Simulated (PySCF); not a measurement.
r2SCAN on La⁻ (lanthanum, charge -1), [Xe] 5d2 6s2, high-spin 3F determinant. Calculation: PySCF 2.14, in x2c-TZVPPall with one added diffuse shell each of s, p, d type (12s8p8d3f1g, 106 functions); the spin-free X2C one-electron Hamiltonian (Gaussian nucleus).

```
cycle= 1 E= -8492.47066338875  delta_E= -0.0142  |g|= 0.0368  |ddm|= 1.33
cycle= 2 E= -8492.47064494036  delta_E= 1.84e-05  |g|= 0.0382  |ddm|= 0.265
cycle= 3 E= -8492.4718947031  delta_E= -0.00125  |g|= 0.00815  |ddm|= 0.17
cycle= 4 E= -8492.47194453821  delta_E= -4.98e-05  |g|= 0.00136  |ddm|= 0.0359
cycle= 5 E= -8492.47196119504  delta_E= -1.67e-05  |g|= 0.00074  |ddm|= 0.0325
cycle= 6 E= -8492.47196553268  delta_E= -4.34e-06  |g|= 0.000153  |ddm|= 0.0219
cycle= 7 E= -8492.47196586617  delta_E= -3.33e-07  |g|= 2.25e-05  |ddm|= 0.00743
cycle= 8 E= -8492.47196587016  delta_E= -3.99e-09  |g|= 3.88e-06  |ddm|= 0.000927
cycle= 9 E= -8492.4719658705  delta_E= -3.4e-10  |g|= 7.32e-07  |ddm|= 0.000362
converged SCF energy = -8492.4719658705  <S^2> = 2.1091393  2S+1 = 3.071898
```

Highest occupied orbital energy: 0.866 eV; ⟨L²⟩ = 12.06; populations by l: s 12.00, p 24.00, d 22.00, f 0.00.

Question: Can this result be used?

Answer: With care. The run converged. Spin-orbit coupling, absent here, splits the open shell strongly. ⟨S²⟩ = 2.11 against 2.00 shows spin contamination. At r2SCAN the highest occupied level has a positive energy, so only the finite basis holds that electron; in a semilocal or global hybrid functional this comes from self-interaction and does not mean that the real anion is unbound.
